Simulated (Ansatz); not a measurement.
# Molecular dynamics, step by step

LiSiF4 (charge +1), singlet, PBE0-D4/def2-SVPD (Ansatz 0.2.0). Settings (timestep in fs, temperature in K; T counts 12 degrees of freedom):

```yaml
hamiltonian: {xc: pbe0, dispersion: d4}
md: {n_steps: 40, timestep: 0.25, temperature: 200, ensemble: nve, seed: 5, initial_velocities: maxwell_boltzmann}
```

Start:

```
6
angstrom
Li -0.0529 -0.1144 -2.7976
F -1.4169 -0.3533 1.0923
Si 0.0121 0.0263 0.6413
F -0.0193 -0.0408 -0.9882
F 1.0829 -1.0027 1.0707
F 0.3941 1.4851 0.9815
```

```
step  time (fs)  potential energy less the start (meV)  kinetic energy (meV)  T (K)
   0       0.00                                    0.0                 103.4    200
   2       0.50                                   -2.4                 105.8    205
   4       1.00                                   -4.7                 108.2    209
   6       1.50                                   -7.0                 110.4    214
   8       2.00                                   -9.1                 112.6    218
  10       2.50                                  -11.2                 114.6    222
  12       3.00                                  -13.2                 116.6    226
  14       3.50                                  -15.1                 118.5    229
  16       4.00                                  -17.0                 120.4    233
  18       4.50                                  -18.9                 122.3    236
  20       5.00                                  -20.7                 124.1    240
  22       5.50                                  -22.5                 125.9    243
  24       6.00                                  -24.2                 127.6    247
  26       6.50                                  -25.9                 129.3    250
  28       7.00                                  -27.4                 130.8    253
  30       7.50                                  -28.7                 132.1    256
  32       8.00                                  -29.8                 133.2    258
  34       8.50                                  -30.5                 133.9    259
  36       9.00                                  -30.9                 134.3    260
  38       9.50                                  -30.8                 134.2    259
  40      10.00                                  -30.1                 133.5    258
```

Step 12, positions (Å) and forces (eV/Å):

```tsv
atom	x	y	z	Fx	Fy	Fz
Li1	-0.055	-0.098	-2.805	0.002	0.001	-0.068
F2	-1.413	-0.346	1.099	-1.709	-0.481	0.447
Si3	0.007	0.016	0.637	0.720	0.950	-0.166
F4	-0.018	-0.050	-1.004	-0.022	-0.029	-0.482
F5	1.086	-1.001	1.080	0.888	-0.891	0.276
F6	0.394	1.494	0.989	0.121	0.450	-0.008
```

Step 18, positions (Å) and forces (eV/Å):

| atom | x | y | z | Fx | Fy | Fz |
| --- | --- | --- | --- | --- | --- | --- |
| Li1 | -0.056 | -0.090 | -2.809 | 0.003 | 0.002 | -0.093 |
| F2 | -1.414 | -0.344 | 1.103 | -1.719 | -0.495 | 0.427 |
| Si3 | 0.005 | 0.012 | 0.635 | 0.971 | 1.264 | -0.158 |
| F4 | -0.018 | -0.054 | -1.013 | -0.023 | -0.022 | -0.235 |
| F5 | 1.090 | -1.002 | 1.085 | 0.755 | -0.782 | 0.201 |
| F6 | 0.395 | 1.499 | 0.993 | 0.014 | 0.033 | -0.142 |

Step 26, positions (Å) and forces (eV/Å):

```json
{"atom": "Li1", "x": "-0.057", "y": "-0.079", "z": "-2.815", "Fx": "0.003", "Fy": "0.002", "Fz": "-0.127"}
{"atom": "F2", "x": "-1.419", "y": "-0.341", "z": "1.110", "Fx": "-1.512", "Fy": "-0.458", "Fz": "0.327"}
{"atom": "Si3", "x": "0.004", "y": "0.009", "z": "0.632", "Fx": "1.122", "Fy": "1.468", "Fz": "-0.070"}
{"atom": "F4", "x": "-0.017", "y": "-0.060", "z": "-1.025", "Fx": "-0.023", "Fy": "-0.010", "Fz": "0.093"}
{"atom": "F5", "x": "1.095", "y": "-1.004", "z": "1.093", "Fx": "0.512", "Fy": "-0.572", "Fz": "0.074"}
{"atom": "F6", "x": "0.395", "y": "1.506", "z": "0.998", "Fx": "-0.102", "Fy": "-0.430", "Fz": "-0.298"}
```

Last step (40):

```
6
angstrom
Li -0.0591 -0.0595 -2.8268
F -1.4329 -0.3385 1.1219
Si 0.0051 0.0068 0.6269
F -0.0165 -0.0706 -1.0449
F 1.1076 -1.0104 1.1058
F 0.3952 1.5164 1.0054
```

Hardware: 4 CPU threads of an Arm Neoverse V1, shared host. Wall time about 71 s.
